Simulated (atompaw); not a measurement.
**Bi (Z = 83): one change to a PAW (atompaw) potential, before and after**

atompaw 4.2.0.5 input, output lines left out:

```
Bi 83
GGA-PBESOL scalarrelativistic loggrid 2001 logderivrange -4 5 226
6 6 5 4 0 0
6 1 3
0 0 0
c
c
c
c
c
v
c
c
c
c
v
c
c
v
c
2
2.65 2.60 2.25 2.45
y
-0.65
n
y
0.25
n
y
-1.05
n
custom polynom2 7 10 vanderbiltortho besselshape
bessel
2.65
1.70
2.65
2.65
2.65
1.95
```

Change: wave 6s channel at -0.65 Ry: rc 1.70 bohr becomes 6s channel at 9.07 Ry: rc 1.70 bohr.

Cutoffs: the cutoffs (Ry, on a coarse ladder) from which the occupation-weighted sum of valence levels, in a spherical-Bessel basis at the reference potential, stays within 10 and 1 mRy of its value at 400 Ry; they do not see the model core or the augmentation charge, which bear on the density cutoff.

What does the change do?

The potential gets neither clearly harder nor softer (30 Ry and 70 Ry → 30 Ry and 70 Ry); both files keep a bound ghost (s); the range in which the s phases agree narrows (upper end 1.9 → 0.5).

| quantity | base | changed |
| --- | --- | --- |
| cutoff, loose | 30 Ry | 30 Ry |
| cutoff, tight | 70 Ry | 70 Ry |
| loose cutoff by channel (10 mRy a level) | s 8 Ry, p 8 Ry, d 12 Ry | s 12 Ry, p 8 Ry, d 12 Ry |
| bound ghosts | s | s |
| s: phases at 2.66 bohr within 0.05 rad from the reference energy up to (Ry; the scan ends near 5) | 1.9 | 0.5 |
| p: phases at 2.66 bohr within 0.05 rad from the reference energy up to (Ry; the scan ends near 5) | 4.2 | 4.2 |
| d: phases at 2.66 bohr within 0.05 rad from the reference energy up to (Ry; the scan ends near 5) | 0.8 | 0.8 |
| lowest overlap eigenvalue by channel | s 0.06, p 0.90, d 0.91 | s 0.33, p 0.90, d 0.91 |

 A true bound ghost makes a file unfit for plane-wave use even where its test errors are small: the radial tests pick states by their node count and pass the ghost by. The cutoffs see the waves, projectors and local potential, not the compensation charge or the core.
